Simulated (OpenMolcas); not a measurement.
## Xe IV: from CASSCF to CASPT2

```json
{
  "Program": "OpenMolcas 26.06",
  "Basis": "ANO-RCC-VQZP [8s7p5d3f2g]",
  "Scalar Hamiltonian": "DKH2, point nucleus",
  "Active space": "3 electrons in 3 orbitals (5p)",
  "State averaging": "2S+1 = 4 odd, 1 root; 2S+1 = 2 odd, 8 roots",
  "Spin-orbit coupling": "state interaction with AMFI integrals over the reference wave functions, term energies averaged over their components"
}
```

Methods on the same reference wave functions:
A. CASSCF
B. SS-CASPT2, IPEA 0.25 Eh, imaginary shift 0.1 Eh (closed shells correlated: 4d 5s)

Energies in cm⁻¹ above 5s² 5p³ ⁴S°_3/2, the measured ground level; measured values from Saloman, J. Phys. Chem. Ref. Data 33, 765 (2004).

```csv
Level,A,B,Measured
5s² 5p³ ⁴S°_3/2,0.0,0.0,0.0
5s² 5p³ ²D°_3/2,17469,13770,13267
5s² 5p³ ²D°_5/2,21262,17580,17511
5s² 5p³ ²P°_1/2,33988,28720,28036
5s² 5p³ ²P°_3/2,39826,35080,35650
```

Deviations, from unrounded energies. A percentage is the sum of absolute deviations over the sum of measured energies, with the sign that they share, or ± where signs differ.

| Against measurement | Levels | A | B |
| --- | --- | --- | --- |
| mean absolute deviation (cm-1) | 4 | 4500 | 460 |
| other terms of the ground configuration (%) | 4 | +19.1 | ±1.9 |

B lies closest to measurement on these levels. The largest miss of B in the table is 5s² 5p³ ²P°_1/2, by +680 cm-1. The ranking rests on the paired levels alone, and a cruder setting can come out closer through cancelling errors.

From A to B the spin-free energies of the other terms of 5s² 5p³ shown, above ⁴S°, scale by factors of 0.78 to 0.82.

The lowest spin-free term lies below A's lowest term by 0.589 hartree in B.

Term energies are means over components that CASPT2 splits; among the terms shown or strongly mixed into the levels shown the widest spread is 150 cm-1 (5s² 5p³ ²D°, B). With the s shell closed, the reference lacks s² → p² mixing. Computed and measured levels are paired by configuration, term and J; levels that our copy of the source lacks, or whose pairing is in doubt (as where it misses far off the trend of its configuration), stay unpaired and out of the deviations. Levels of configurations outside the active space are missing.

° marks odd parity.
